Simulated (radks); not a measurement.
Values are calculated unless marked as measured or tabulated.
Q: The mean radii <r> (bohr) of the occupied orbitals of an atom or ion are listed with their occupations. Code: a radial shooting solver on a logarithmic mesh with Libxc functionals. Model: Dirac Kohn-Sham, BLYP, spin-unpolarised, spherical densities, finite nucleus; Fermi nuclear charge, rms radius of each element as measured or else 0.836 A^(1/3) + 0.57 fm.

orbital  occ.      <r>
1s1/2       2  0.02074
2s1/2       2  0.08680
2p1/2       2  0.07227
2p3/2       4  0.07924
3s1/2       2   0.2142
3p1/2       2   0.2024
3p3/2       4   0.2133
3d3/2       1   0.1842

Name the element and its charge. Open shells, if any, fill j = l - 1/2 first.

A: Z = 67, holmium, charge +48: Ho48+ in [Ar] 3d1. The 1s radius gives Z: for a bare nucleus <r> = (2 gamma + 1)/(2Z) with gamma = sqrt(1 - (Z/c)^2), 0.02048 bohr for Z = 67, and screening makes it slightly larger (0.02074 here). The occupations add up to 19, and the charge is Z minus that.
